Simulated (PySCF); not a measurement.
**Fe¹⁹⁺ (iron, charge +19) across methods**

[He] 2s2 2p3, high-spin 4S determinant. Calculation: PySCF 2.14, in an uncontracted even-tempered set (20 s from 4.2 bohr⁻², ratio 2.2; 11 p from 5.5 bohr⁻², ratio 2.2; 6 d from 24 bohr⁻², ratio 2.4; 5 f from 35 bohr⁻², ratio 2.4; 4 g from 53 bohr⁻², ratio 2.4); scalar relativity by spin-free X2C-1e.

```tsv
method	E (hartree)	mean ε 2s α (eV)	mean ε 2s β (eV)	mean ε 2p α (eV)	Σ⟨r²⟩ (bohr²)	⟨S²⟩
PBE	-998.388	-1625.5	-1597.7	-1533.7	0.3292	3.750
LDA	-996.123	-1622.4	-1595.1	-1532.4	0.3297	3.750
PBE0	-998.454	-1642.1	-1606.6	-1547.2	0.3289	3.750
UHF	-998.43653	-1690.8	-1631.1	-1586.6	0.3285	3.750
M06-L	-998.713	-1636.8	-1600.9	-1540.6	0.3280	3.750
r2SCAN	-998.626	-1635.1	-1599.5	-1540.1	0.3287	3.750
```

(1) Estimate the same row for r2SCANh.

Results:

(1) E (hartree) = -998.630; mean ε 2s α (eV) = -1640.7; mean ε 2s β (eV) = -1602.8; mean ε 2p α (eV) = -1544.8; Σ⟨r²⟩ (bohr²) = 0.3286; ⟨S²⟩ = 3.750.
